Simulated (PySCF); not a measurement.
A structure optimised at PBE-D3(BJ)/def2-TZVP, used in a PySCF frequency run:

```
O
Si 1 1.6400
H 2 1.4979 1 109.05
H 2 1.5041 3 108.09 1 -122.44
H 2 1.5041 3 108.09 4 -115.13
Cd 1 1.9826 2 134.82 3 180.00
H 6 1.6378 2 162.90 3 180.00
```
Charge 0, spin multiplicity 1.

Problem. Write its SMILES, formula and point group.

Solution. [SiH3][O][CdH], CdH4OSi, Cs

Problem. What are its rotational constants (standard atomic weights)?

Solution. 40.745, 1.6331, 1.5994 GHz
